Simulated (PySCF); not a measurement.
Al(I)(OH)(OMe) (CH₄AlIO₂), SMILES C[O][Al]([OH])[I].

Geometry: B3LYP-D3(BJ)/def2-SVP. The structure was generated by enumeration; whether it is a known compound was not checked. The def2 effective core potentials stand for the cores of I; spin–orbit coupling is left out. Other conformers were not sampled.

Computed with B3LYP-D3(BJ)/def2-SVP (PySCF 2.14.0).

Frequencies are harmonic and unscaled.

```json
[
 {"mode": "1", "ν (cm⁻¹)": "76", "IR (km/mol)": "3.2", "Raman (Å⁴/amu)": "1.7", "depolarisation": "0.70", "moving atoms (share of kinetic energy)": "C 49 %, H 22 %, I 15 %, Al 8 %"},
 {"mode": "2", "ν (cm⁻¹)": "79", "IR (km/mol)": "0.0", "Raman (Å⁴/amu)": "0.1", "depolarisation": "0.75", "moving atoms (share of kinetic energy)": "H 99 %"},
 {"mode": "3", "ν (cm⁻¹)": "99", "IR (km/mol)": "1.9", "Raman (Å⁴/amu)": "0.1", "depolarisation": "0.75", "moving atoms (share of kinetic energy)": "O 58 %, H 20 %, C 17 %"},
 {"mode": "4", "ν (cm⁻¹)": "171", "IR (km/mol)": "4.2", "Raman (Å⁴/amu)": "1.7", "depolarisation": "0.66", "moving atoms (share of kinetic energy)": "O 66 %, H 12 %, I 11 %, Al 8 %"},
 {"mode": "5", "ν (cm⁻¹)": "231", "IR (km/mol)": "20.2", "Raman (Å⁴/amu)": "1.0", "depolarisation": "0.75", "moving atoms (share of kinetic energy)": "Al 64 %, O 25 %, H 10 %"},
 {"mode": "6", "ν (cm⁻¹)": "234", "IR (km/mol)": "15.3", "Raman (Å⁴/amu)": "2.1", "depolarisation": "0.47", "moving atoms (share of kinetic energy)": "O 66 %, H 10 %, I 9 %, Al 9 %"},
 {"mode": "7", "ν (cm⁻¹)": "335", "IR (km/mol)": "160.5", "Raman (Å⁴/amu)": "1.3", "depolarisation": "0.75", "moving atoms (share of kinetic energy)": "H 84 %, O 13 %"},
 {"mode": "8", "ν (cm⁻¹)": "335", "IR (km/mol)": "66.7", "Raman (Å⁴/amu)": "7.4", "depolarisation": "0.11", "moving atoms (share of kinetic energy)": "Al 48 %, O 21 %, I 14 %, H 10 %"},
 {"mode": "9", "ν (cm⁻¹)": "565", "IR (km/mol)": "160.1", "Raman (Å⁴/amu)": "3.8", "depolarisation": "0.13", "moving atoms (share of kinetic energy)": "H 69 %, O 28 %"},
 {"mode": "10", "ν (cm⁻¹)": "720", "IR (km/mol)": "173.8", "Raman (Å⁴/amu)": "7.7", "depolarisation": "0.25", "moving atoms (share of kinetic energy)": "Al 42 %, O 27 %, C 17 %, H 14 %"},
 {"mode": "11", "ν (cm⁻¹)": "919", "IR (km/mol)": "81.8", "Raman (Å⁴/amu)": "2.4", "depolarisation": "0.29", "moving atoms (share of kinetic energy)": "Al 45 %, O 44 %"},
 {"mode": "12", "ν (cm⁻¹)": "1179", "IR (km/mol)": "69.4", "Raman (Å⁴/amu)": "4.9", "depolarisation": "0.66", "moving atoms (share of kinetic energy)": "H 62 %, C 23 %, O 14 %"},
 {"mode": "13", "ν (cm⁻¹)": "1187", "IR (km/mol)": "0.3", "Raman (Å⁴/amu)": "1.1", "depolarisation": "0.75", "moving atoms (share of kinetic energy)": "H 77 %, C 19 %"},
 {"mode": "14", "ν (cm⁻¹)": "1238", "IR (km/mol)": "282.6", "Raman (Å⁴/amu)": "3.2", "depolarisation": "0.17", "moving atoms (share of kinetic energy)": "O 51 %, C 29 %, H 15 %"},
 {"mode": "15", "ν (cm⁻¹)": "1475", "IR (km/mol)": "1.0", "Raman (Å⁴/amu)": "17.4", "depolarisation": "0.75", "moving atoms (share of kinetic energy)": "H 96 %"},
 {"mode": "16", "ν (cm⁻¹)": "1478", "IR (km/mol)": "1.1", "Raman (Å⁴/amu)": "26.3", "depolarisation": "0.66", "moving atoms (share of kinetic energy)": "H 96 %"},
 {"mode": "17", "ν (cm⁻¹)": "1484", "IR (km/mol)": "12.5", "Raman (Å⁴/amu)": "9.4", "depolarisation": "0.75", "moving atoms (share of kinetic energy)": "H 89 %, C 10 %"},
 {"mode": "18", "ν (cm⁻¹)": "2988", "IR (km/mol)": "84.4", "Raman (Å⁴/amu)": "154.6", "depolarisation": "0.01", "moving atoms (share of kinetic energy)": "H 97 %"},
 {"mode": "19", "ν (cm⁻¹)": "3062", "IR (km/mol)": "43.3", "Raman (Å⁴/amu)": "77.2", "depolarisation": "0.51", "moving atoms (share of kinetic energy)": "H 90 %, C 10 %"},
 {"mode": "20", "ν (cm⁻¹)": "3071", "IR (km/mol)": "38.3", "Raman (Å⁴/amu)": "128.9", "depolarisation": "0.75", "moving atoms (share of kinetic energy)": "H 90 %, C 10 %"},
 {"mode": "21", "ν (cm⁻¹)": "3914", "IR (km/mol)": "112.7", "Raman (Å⁴/amu)": "181.4", "depolarisation": "0.30", "moving atoms (share of kinetic energy)": "H 94 %"}
]
```
